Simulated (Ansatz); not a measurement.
C2H3BOS (`BOC#CS`), charge 0, multiplicity 1.

Question: Give a relaxed structure at PBE0-D4/def2-TZVP (Ansatz). (An estimate is asked.)

Answer: Computed: 
```xyz
8

B     0.9642    1.4879    0.9865
O    -0.2773    0.9178    0.9282
C    -0.6007   -0.0730    0.1556
C    -0.9533   -0.9882   -0.5388
S    -1.5804   -2.2550   -1.4472
H     1.0690    2.3883    1.7576
H     1.8369    1.0681    0.2896
H    -0.4584   -2.5460   -2.1314
```
Point group Cs.
